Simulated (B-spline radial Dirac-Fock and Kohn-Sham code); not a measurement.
**Neutral erbium: differential elastic cross section for electrons at 200 eV**

Method: relativistic (Dirac) partial waves in the static field of the Dirac-Fock atom with Furness-McCarthy exchange, without polarisation or absorption potentials. Computed with a radial atomic solver. Below a few hundred eV the neglected polarisation potential matters, most of all at small angles.

```
θ (°)  dσ/dΩ (a₀²/sr)  Sherman function
    0             221             0.000
    1             218             0.000
    2             208             0.000
    3             194             0.000
    5             155             0.001
    7             114             0.001
   10            65.1             0.002
   15            22.7             0.002
   20            7.19            -0.005
   25            1.79            -0.037
   30           0.473            -0.132
   40            1.30            -0.001
   50            1.43             0.036
   60           0.539             0.080
   70          0.0651            -0.114
   80           0.272            -0.198
   90           0.466            -0.139
  100           0.296            -0.146
  110          0.0575            -0.188
  120          0.0225             0.498
  130          0.0605             0.241
  140          0.0170             0.162
  150          0.0940            -0.143
  160           0.568            -0.039
  170            1.26            -0.013
  180            1.60             0.000
```

Q: What integrated cross sections go with this distribution?

A: The total elastic cross section is 24.2 a₀², the first transport cross section 3.70 a₀² and the second, weighted with (3/2) sin²θ, 5.28 a₀². The mean deflection is ⟨1 − cos θ⟩ = 0.153, and 5.2 % of the collisions scatter beyond 90°.

On this grid of angles the cross section has minima near 30°, 70°, 120°, 140°, from interference among the few low partial waves with large phase shifts.
